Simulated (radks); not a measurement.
Zr II, configuration [Kr] 4d3 (not the ground configuration). Calculated with a radial shooting solver on a logarithmic mesh with Libxc functionals: Dirac Kohn-Sham, PBE, spin-unpolarised, spherical densities, finite nucleus; open shells fill j = l - 1/2 first; Fermi nuclear charge, rms radius 4.2694 fm.

X-ray form factor f0, the Fourier transform of the density (f0(0) = 39):

| sin(theta)/lambda (1/angstrom) | f0 (electrons) |
|---|---|
| 0.05 | 38.289 |
| 0.1 | 36.455 |
| 0.15 | 34.074 |
| 0.2 | 31.584 |
| 0.25 | 29.215 |
| 0.3 | 27.070 |
| 0.4 | 23.543 |
| 0.5 | 20.859 |
| 0.6 | 18.685 |
| 0.8 | 15.002 |
| 1 | 11.895 |
| 1.25 | 9.028 |
| 1.5 | 7.259 |
| 2 | 5.565 |
